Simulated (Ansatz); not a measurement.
Species: CH₄NSi, charge 0, doublet. CH4NSi (SMILES [H]/[C]=N/[SiH3], doublet).
B3LYP-D3(BJ)/def2-TZVP minimum from Ansatz (a quantum-chemistry and plane-wave program):
```
N
C 1 1.2225
H 2 1.1034 1 125.56
Si 1 1.7469 2 136.80 3 -180.00
H 4 1.4767 1 106.90 2 121.10
H 4 1.4767 5 110.03 1 -115.72
H 4 1.4821 5 110.18 6 -121.68
```
Charge 0, spin multiplicity 2.

Atomisation energy term by term, kcal/mol (programs: Ansatz). UHF or UKS for unpaired electrons; spin-orbit terms are left out. Cores are frozen in correlated methods. Rows without X2C or -DK are non-relativistic. CBS(X,Y): correlation extrapolated as X^-3, Hartree-Fock from the larger set. A bracket is a step between two methods taken in the basis named. '+ core + X2C': CCSD(T) terms for core correlation (cc-pwCVTZ, 1s frozen past Ne) and scalar relativity (cc-pVTZ-DK). For partners of very few electrons the exact lower level stands in for a higher one.

```csv
term,basis,kcal/mol
Hartree-Fock,cc-pV(Q+d)Z,395.78
CCSD correlation,"CBS(cc-pV(T+d)Z,cc-pV(Q+d)Z)",152.44
(T),"CBS(cc-pV(T+d)Z,cc-pV(Q+d)Z)",10.34
CCSDT(Q) - CCSD(T),cc-pV(D+d)Z,0.81
core correlation,cc-pwCVTZ,1.29
scalar relativity,"X2C, cc-pVTZ-DK",-1.03
sum: De,,559.6
```
